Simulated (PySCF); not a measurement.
# MLi anions for M along group 12

PBE0 with double-zeta basis sets in PySCF, for the lowest determinant that a PBE0 search found; no spin–orbit coupling. De refers to high-spin ground-configuration atoms (the charge goes to the atom of lower measured ionisation energy or higher electron affinity, which is not always the lowest computed limit). A positive dipole points towards Li; it is taken about the centre of mass and depends on that origin.

```json
{"M": "Zn", "basis": "def2-SVPD", "charged atom": "Li−", "state (unpaired electrons)": "singlet (closed shell)", "Re (Å)": "3.347", "ωe (cm⁻¹)": "112", "De (eV)": "0.26", "μ (D)": "-11.61"}
{"M": "Hg", "basis": "def2-SVPD", "charged atom": "Li−", "state (unpaired electrons)": "singlet (closed shell)", "Re (Å)": "3.916", "ωe (cm⁻¹)": "64.8", "De (eV)": "0.15", "μ (D)": "-16.20"}
```

Problem. The row for M = Cd is missing. Estimate Re, ωe and De as the mean of the rows for Zn and Hg, and compare with the calculation.

Solution. The means are 3.631 Å, 88.4 cm⁻¹ and 0.21 eV. PBE0 in def2-SVPD gives LiCd⁻ as a singlet (closed shell) with Re = 3.626 Å, ωe = 89.6 cm⁻¹, De = 0.24 eV, so the estimate is off by +0.6 pm, -1 % and -0.03 eV.

Closed-shell solutions of metal pairs were not tested for spin polarisation, which can lower them a little. Weak bonds: LiCd⁻, LiHg⁻, LiZn⁻. Basis-set superposition, not corrected here, can be much of De in a small basis, most of all at correlated wavefunction levels. Spin–orbit coupling is left out. For an ion De counts to the pair picked by the measured ionisation energies or electron affinities, which need not be the lowest pair at this level. The highest Kohn–Sham level is positive in some of these anions. Much of that is self-interaction error, but it also means that the finite basis helps to hold the extra electron.
